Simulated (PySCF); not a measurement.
**Two-component Hartree-Fock for K⁻ (potassium, charge -1)**

Start: [Ar] 4s2. Calculated with PySCF 2.14 in x2c-TZVPall-2c with one added diffuse shell each of s, p, d type (7s7p4d, 48 functions): generalised Hartree-Fock with the X2C-1e Hamiltonian and a Gaussian nucleus; one run each with spin-orbit coupling (SO) switched off, then screened by Boettger's factors.

```
spinor shell  electrons  ε, spin-free (eV)  ε, screened SO (eV)  weight of nominal j (screened SO)  rms radius, screened SO (bohr)
       1s1/2          2            -3646.5              -3646.5                              1.000                          0.0937
       2s1/2          2            -393.93              -393.92                              1.000                           0.418
       2p1/2          2            -310.19              -312.20                              1.000                           0.386
       2p3/2          4            -310.19              -309.19                              1.000                           0.388
       3s1/2          2            -44.569              -44.568                              1.000                            1.37
       3p1/2          2            -22.587              -22.789                              1.000                            1.56
       3p3/2          4            -22.587              -22.486                              1.000                            1.57
       4s1/2          2             -0.253               -0.253                              1.000                            8.03
```

```json
{"quantity": "E (hartree)", "spin-free": "-601.44557", "screened SO": "-601.44790"}
{"quantity": "M_J", "spin-free": "0", "screened SO": "0"}
{"quantity": "⟨J²⟩", "spin-free": "0.000", "screened SO": "0.000"}
{"quantity": "⟨L²⟩", "spin-free": "0.000", "screened SO": "0.000"}
{"quantity": "⟨S²⟩", "spin-free": "0.000", "screened SO": "0.000"}
```

Without spin-orbit coupling the j labels of p, d and f shells carry no meaning; the spin-free column gives the mean over the occupied spinors of each nl shell.
